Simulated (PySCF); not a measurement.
C5H9F (SMILES CC(C)/C=C\F), singlet, at a GFN2-xTB geometry; DF-PBE/pcseg-0 run with PySCF.

The PySCF input:
```python
from pyscf import gto, scf, dft

mol = gto.Mole()
mol.atom = '''
    C    -1.240590   -1.721083   -0.089460
    C    -0.734447   -0.373903   -0.618466
    C    -1.360463    0.775153    0.164327
    C     0.767359   -0.386651   -0.606881
    C     1.617868    0.363618    0.067729
    F     1.278320    1.356170    0.909650
    H    -2.325375   -1.764017   -0.149684
    H    -0.829203   -2.544722   -0.668813
    H    -0.947081   -1.849449    0.950127
    H    -1.042295   -0.287369   -1.669317
    H    -1.118758    0.699047    1.221081
    H    -2.442724    0.746931    0.056571
    H    -1.003630    1.733774   -0.202960
    H     1.212963   -1.144257   -1.237055
    H     2.692865    0.261726    0.009698
'''
mol.basis = 'pcseg-0'
mol.charge = 0
mol.spin = 0
mol.verbose = 4
mol.max_memory = 1800
mol.build()

mf = dft.RKS(mol)
mf.xc = 'pbe'
mf = mf.density_fit(auxbasis='def2-universal-jkfit')
mf.kernel()
```

What the program printed (banner, timings and long lists left out):

```
PySCF version 2.14.0

[INPUT] verbose = 4
[INPUT] num. atoms = 15
[INPUT] num. electrons = 48
[INPUT] charge = 0
[INPUT] spin (= nelec alpha-beta = 2S) = 0
[INPUT] symmetry False subgroup None
[INPUT] Mole.unit = angstrom
[INPUT] Symbol           X                Y                Z      unit          X                Y                Z       unit  Magmom
[INPUT]  1 C     -1.240590000000  -1.721083000000  -0.089460000000 AA   -2.344375332874  -3.252375507645  -0.169054899104 Bohr   0.0
[INPUT]  2 C     -0.734447000000  -0.373903000000  -0.618466000000 AA   -1.387903683008  -0.706574267153  -1.168731357355 Bohr   0.0
[INPUT]  3 C     -1.360463000000   0.775153000000   0.164327000000 AA   -2.570902472604   1.464826874635   0.310533024871 Bohr   0.0
[INPUT]  4 C      0.767359000000  -0.386651000000  -0.606881000000 AA    1.450098349220  -0.730664495789  -1.146838880202 Bohr   0.0
[INPUT]  5 C      1.617868000000   0.363618000000   0.067729000000 AA    3.057327425698   0.687138433962   0.127989260691 Bohr   0.0
[INPUT]  6 F      1.278320000000   1.356170000000   0.909650000000 AA    2.415674699554   2.562789878351   1.718989369211 Bohr   0.0
[INPUT]  7 H     -2.325375000000  -1.764017000000  -0.149684000000 AA   -4.394321886910  -3.333509009077  -0.282861765229 Bohr   0.0
[INPUT]  8 H     -0.829203000000  -2.544722000000  -0.668813000000 AA   -1.566966571668  -4.808827643155  -1.263873398549 Bohr   0.0
[INPUT]  9 H     -0.947081000000  -1.849449000000   0.950127000000 AA   -1.789723707779  -3.494952091351   1.795479813555 Bohr   0.0
[INPUT] 10 H     -1.042295000000  -0.287369000000  -1.669317000000 AA   -1.969652091004  -0.543048706690  -3.154551945081 Bohr   0.0
[INPUT] 11 H     -1.118758000000   0.699047000000   1.221081000000 AA   -2.114146219666   1.321007378199   2.307508665910 Bohr   0.0
[INPUT] 12 H     -2.442724000000   0.746931000000   0.056571000000 AA   -4.616079357902   1.411495023948   0.106903696593 Bohr   0.0
[INPUT] 13 H     -1.003630000000   1.733774000000  -0.202960000000 AA   -1.896585830397   3.276358021892  -0.383538814242 Bohr   0.0
[INPUT] 14 H      1.212963000000  -1.144257000000  -1.237055000000 AA    2.292167869231  -2.162332346116  -2.337695151024 Bohr   0.0
[INPUT] 15 H      2.692865000000   0.261726000000   0.009698000000 AA    5.088777340427   0.494590459678   0.018326563956 Bohr   0.0

nuclear repulsion = 241.430512926586
number of shells = 21
number of NR pGTOs = 117
number of NR cGTOs = 72
basis = pcseg-0
ecp = {}

******** <class 'pyscf.df.df_jk.DFRKS'> ********
method = DFRKS
initial guess = minao
damping factor = 0
level_shift factor = 0
DIIS = <class 'pyscf.scf.diis.CDIIS'>
diis_start_cycle = 1
diis_space = 8
diis_damp = 0
SCF conv_tol = 1e-09
SCF conv_tol_grad = None
SCF max_cycles = 50
direct_scf = False
XC library pyscf.dft.libxc version 7.1.2
    S. Lehtola, C. Steigemann, M. J. T. Oliveira, and M. A. L. Marques,  SoftwareX 7, 1–5 (2018)
XC functionals = pbe
    J. P. Perdew, K. Burke, and M. Ernzerhof,  Phys. Rev. Lett. 77, 3865 (1996)
    J. P. Perdew, K. Burke, and M. Ernzerhof,  Phys. Rev. Lett. 78, 1396 (1997)
    J. P. Perdew, K. Burke, and M. Ernzerhof,  Phys. Rev. Lett. 77, 3865 (1996)
    J. P. Perdew, K. Burke, and M. Ernzerhof,  Phys. Rev. Lett. 78, 1396 (1997)
radial grids:
    Treutler-Ahlrichs [JCP 102, 346 (1995); DOI:10.1063/1.469408] (M4) radial grids

becke partition: Becke, JCP 88, 2547 (1988); DOI:10.1063/1.454033
pruning grids: <function nwchem_prune>
grids dens level: 3
symmetrized grids: False
atomic radii adjust function: <function treutler_atomic_radii_adjust>
small_rho_cutoff = 0
Set gradient conv threshold to 3.16228e-05
Initial guess from minao.
tot grids = 173128
init E= -294.934474268254
  HOMO = -0.287016968498  LUMO = -0.0624103865408867  gap/eV = 6.11186
cycle= 1 E= -294.560184723756  delta_E= 0.374  |g|= 0.495  |ddm|= 3.66
  HOMO = -0.181838669905508  LUMO = 0.0238581343166904  gap/eV = 5.59730
cycle= 2 E= -294.445059287773  delta_E= 0.115  |g|= 0.836  |ddm|= 1.51
  HOMO = -0.210098700384156  LUMO = 0.00235189394306001  gap/eV = 5.78108
cycle= 3 E= -294.614886725535  delta_E= -0.17  |g|= 0.169  |ddm|= 1.01
  HOMO = -0.217419000007544  LUMO = -0.00561504351215358  gap/eV = 5.76348
cycle= 4 E= -294.62240350363  delta_E= -0.00752  |g|= 0.0467  |ddm|= 0.244
  HOMO = -0.219869982202958  LUMO = -0.00896754554137447  gap/eV = 5.73895
cycle= 5 E= -294.622808407259  delta_E= -0.000405  |g|= 0.0206  |ddm|= 0.0667
  HOMO = -0.218540201194849  LUMO = -0.00719687322735219  gap/eV = 5.75094
cycle= 6 E= -294.622895911509  delta_E= -8.75e-05  |g|= 0.00324  |ddm|= 0.0236
  HOMO = -0.2183098313359  LUMO = -0.00700979225017129  gap/eV = 5.74977
cycle= 7 E= -294.622897983785  delta_E= -2.07e-06  |g|= 0.00099  |ddm|= 0.00479
  HOMO = -0.218427902888116  LUMO = -0.00712496762058112  gap/eV = 5.74985
cycle= 8 E= -294.622898220889  delta_E= -2.37e-07  |g|= 0.000109  |ddm|= 0.0015
  HOMO = -0.218426126424803  LUMO = -0.0071249520185015  gap/eV = 5.74980
cycle= 9 E= -294.622898224153  delta_E= -3.26e-09  |g|= 3.52e-05  |ddm|= 0.000263
  HOMO = -0.218424726064143  LUMO = -0.0071236397851191  gap/eV = 5.74980
cycle= 10 E= -294.622898224452  delta_E= -2.99e-10  |g|= 1.03e-05  |ddm|= 6.2e-05
  HOMO = -0.218425514595711  LUMO = -0.00712426957962453  gap/eV = 5.74980
Extra cycle  E= -294.622898224427  delta_E= 2.55e-11  |g|= 1.46e-05  |ddm|= 3.37e-05
converged SCF energy = -294.622898224427
```
